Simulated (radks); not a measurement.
Results of a calculation; reference values are marked as such.
Ionisation of the caesium ion Cs15+, [Kr] 4d4, to Cs16+, [Kr] 4d3, under several functionals. Scalar-relativistic Kohn-Sham, spin-polarised, spherical densities, finite nucleus; open shells are filled with parallel spins first (spin-orbit coupling, left out, can overturn this in heavy ions); a radial shooting solver on a logarithmic mesh with Libxc functionals.

functional                                      E(Cs15+) (hartree)  Exc (hartree)  IE (eV)  -e(HOMO) (eV)  <r> HOMO (bohr)  IE error (eV)
MS2 meta-GGA                                            -7704.8740      -180.0096   384.02         369.30           0.7313           +2.0
r2SCAN                                                  -7705.9364      -180.8501   384.62         369.98           0.7312           +2.6
TASK exchange with Perdew-Wang LDA correlation          -7704.4883      -179.1983   385.15         370.54           0.7288           +3.1
SCAN                                                    -7706.3973      -181.3489   384.54         369.89           0.7311           +2.5

NIST Atomic Spectra Database: 382 eV (theoretical). Closest: MS2 meta-GGA. The Delta-SCF values span 1.13 eV, the total energies 1.91 hartree. The highest occupied level is 4d. Open shells are spherical and high-spin; term and fine-structure splittings are not resolved. Spin-orbit splitting is averaged out at the scalar-relativistic level.
